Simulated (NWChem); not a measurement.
System: GaH3O2; SMILES [OH][GaH][OH]

Here is an NWChem input.

```
start job
memory heap 200 mb stack 900 mb global 1100 mb
geometry units angstroms noautoz
  Ga    -0.325254    -0.044418     0.000000
  H     -1.884215    -0.037968     0.000000
  O      0.568870    -1.602555     0.000000
  H      1.533182    -1.453544     0.000000
  O      0.771024     1.390389     0.000000
  H      0.281215     2.233024     0.000000
end
basis spherical
  * library def2-svp
end
dft
  xc b3lyp
  iterations 150
  mulliken
end
task dft energy
```

All runs use the structure optimised with PBE-D3(BJ)/def2-SVP. B3LYP is NWChem's, with the RPA form of VWN correlation.

Task: Give the results of this calculation. (B3LYP/def2-SVP.) Quantities: basis functions; energy (Ha); highest occupied level (eV); orbital gap (eV); dipole (D).

Result: 
```
Quantity                       Result
---------------------------  --------
number of basis functions          75
energy (Ha)                  -2076.84
highest occupied level (eV)     -8.04
orbital gap (eV)                 7.37
dipole (D)                       1.81
```
